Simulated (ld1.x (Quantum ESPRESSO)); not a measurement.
## Configuration tests for beryllium (Be) (PAW)

| Item | Value |
| --- | --- |
| Element | Be (Z = 4) |
| Generator | ld1.x (Quantum ESPRESSO) 7.5 |
| Type | PAW |
| Functional | LDA (PZ) |
| Relativity | scalar-relativistic |
| Frozen core | none |
| Valence charge | 4 |
| Reference configuration | 1s2 2s1.75 2p0.25 |
| Partial waves | 1s (bound): rcut 0.65, rcutus 0.70 bohr; 2s (bound): rcut 0.65, rcutus 0.70 bohr; 2p (bound): rcut 3.50, rcutus 4.35 bohr; 2p channel at 0.6 Ry: rcut 3.50, rcutus 4.35 bohr |
| Local potential | all-electron potential smoothed inside 2.50 bohr (lloc = -1) |
| Core correction | none |
| Augmentation charge | BG, radius 0.60 bohr |

Energies are relative to the spin-unpolarised reference configuration 1s2 2s1.75 2p0.25; without spin polarisation the order of configurations can differ from experiment. Spin-polarised rows fill each open shell by Hund’s rule, majority spin first.

```csv
valence configuration,charge,ΔE all-electron (eV),error AE − PS (meV)
1s2 2s2 2p0,0,-0.876,+7.7
1s2 2s1 2p0,+1,8.643,-7.0
1s2 2s0 2p1,+1,12.458,+72
1s2 2s0 2p2,0,6.195,+137
1s1 2s2 2p0,+1,125.844,-369
1s2 2s1.75 2p0.25 (spin-polarised),0,-0.054,+0.8
1s2 2s1 2p0 (spin-polarised),+1,8.168,-7.2
```

**Question.** What are ΔE and the potential's error for 1s2 2s1.5 2p0?

**Answer.** ΔE = 2.875 eV all-electron; the error (AE − PS) is -0.6 meV.

**Question.** What are ΔE and the potential's error for 1s2 2s0 2p0?

**Answer.** ΔE = 26.422 eV all-electron; the error (AE − PS) is +2.1 meV.
